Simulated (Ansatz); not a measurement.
Isomers of Cu₄Cl₄ (singlet), relaxed with r2SCAN-D4/def2-SVP; total energies from Ansatz at PBE0-D4/def2-TZVP.

```csv
isomer,description,energy (Eh)
A,point group D2; 8 × Cl–Cu 2.16 to 2.23 Å; 1 × Cu–Cu 2.78 Å,-8401.77515
B,point group Td; 12 × Cl–Cu 2.40 Å,-8401.73922
```

The isomers come from a short search, and lower ones may exist.

**Question.** Work out the relative energies (1 Eh = 2625.5 kJ/mol) and the Boltzmann populations at 1200 K from electronic energies alone (R = 8.314 J/mol/K).

**Answer.** ΔE: A 0.0, B 94.3 kJ/mol. RT = 9.98 kJ/mol. Factors exp(−ΔE/RT): A 1, B 7.88e-05; sum 1.000. Populations: A 100.0 %, B 0.0 %. Zero-point energy, vibrational entropy and symmetry numbers are left out and can shift these; an error of 4 kJ/mol changes a ratio by a factor of 1.5. Over the other density-functional and correlated levels in def2 sets, the gap between A and B ranges from 128 to 137 kJ/mol.
